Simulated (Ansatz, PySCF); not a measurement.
Proton-shift isomers of Oc1ccoc1. Isolated molecules, 0 K electronic values unless said otherwise. One relaxed conformer stands for each flexible species; it need not be the lowest. Strings in code marks are SMILES.

Quantity: electronic energy of isomers of C4H4O2 relative to `O=C1C=COC1`, in kcal/mol. The restricted reference of `Oc1ccoc1` is unstable towards unrestricted orbitals.

Level 1: frozen-core MP2/cc-pVTZ // PBE0-D3(BJ)/def2-TZVP (Ansatz, an electronic-structure program)
Level 2: B3LYP/6-311+G** // PBE0-D3(BJ)/def2-TZVP (PySCF)
Level 3: PBE/6-31G* // PBE0-D3(BJ)/def2-TZVP (PySCF)
Level 4: SVWN5/6-31G* // PBE0-D3(BJ)/def2-TZVP (PySCF)

```
species                            level 1  level 2  level 3  level 4
---------------------------------  -------  -------  -------  -------
`Oc1ccoc1` (H–O–C–C torsion 180°)     2.85     8.10     11.3     6.78
```
